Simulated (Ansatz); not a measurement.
The cluster Be₃⁺, relaxed as a quartet with UKS PBE0/def2-TZVP in Ansatz, starting from the PBE0/def2-TZVP geometry of the charge +1 doublet. Force threshold 0.02 eV/Å.

At PBE0/def2-TZVP a doublet of charge 1 lies 0.79 eV below the quartet, each at its own geometry. The structure comes from a short search, and lower isomers may exist.

Start:

```xyz
3

Be    0.000    0.000    0.000
Be   -1.764    1.056   -0.765
Be    1.764   -1.055    0.765
```

Task: Estimate the energy that the relaxation releases and the steps that it takes.

Result: 41.2 kcal/mol, in 19 steps; 13 s on 4 threads of Arm Neoverse V1 on a shared host. The force fell under the threshold at step 4, but the optimiser went on and released 1.686 eV more. No frequencies were taken in this run, so the end may be a saddle point.

Task: Does the start keep its bonding and symmetry?

Result: Bonds formed: Be2–Be3 (atoms count from 1). Point group D∞h at the start, D3h at the end, both within 0.05 Å.

Task: Predict the relaxed structure.

Result: 
```xyz
3

Be   -0.618   -0.985    0.066
Be   -0.502    0.978   -0.385
Be    1.120    0.007    0.319
```
Bond lengths (bridged metal pairs left out): 3 × Be–Be 2.02 Å.
